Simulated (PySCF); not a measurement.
## How the method changes the constants of RbPb⁺

State: ³Π (triplet), unpaired electrons σ ↑, π ↑. Set-up: basis Rb def2-SVP with ECP28, Pb def2-SVP with ECP60; scalar-relativistic core potentials; PySCF 2.14. De refers to Rb⁺ + Pb in their high-spin ground configurations, without counterpoise correction. The functionals are run spin-unrestricted. A positive dipole points towards Pb; it is taken about the centre of mass and depends on that origin.

```csv
Level,Re (Å),ωe (cm⁻¹),De (eV),μ (D),"CPU s a point (SCF and correlation, without the integrals)"
UHF,4.336,35.9,n/a,-12.72,0.073
UHF-MP2,4.180,40.6,n/a,n/a,0.12
UHF-SCS-MP2,4.206,39.7,n/a,n/a,n/a
UHF-CCSD,4.183,40.8,n/a,n/a,n/a
UHF-CCSD(T),4.176,41.0,n/a,n/a,3
PBE,4.118,42.0,n/a,-10.98,0.21
PBEsol,4.047,44.4,n/a,-10.83,0.15
TPSS,4.144,41.5,n/a,-11.29,0.29
r²SCAN,4.130,41.7,n/a,-11.62,0.26
r²SCANh,4.120,42.1,n/a,-11.62,0.29
PBE0,4.102,42.6,n/a,-11.32,0.42
CAM-B3LYP,4.086,43.9,n/a,-11.40,0.44
```

The bond length runs from 4.047 Å (PBEsol) to 4.336 Å (UHF).

Correlated steps freeze 4 core orbitals. Spin–orbit coupling is left out, which matters for elements this heavy, above all for dissociation energies. The state is the lowest determinant that a PBE0 search found; another state may lie lower at other levels.

The whole job (state search and all levels along the bond) took about 1.1 min on 1 thread of AMD EPYC 9R45 96-Core (shared host), peak memory 0.63 GiB.
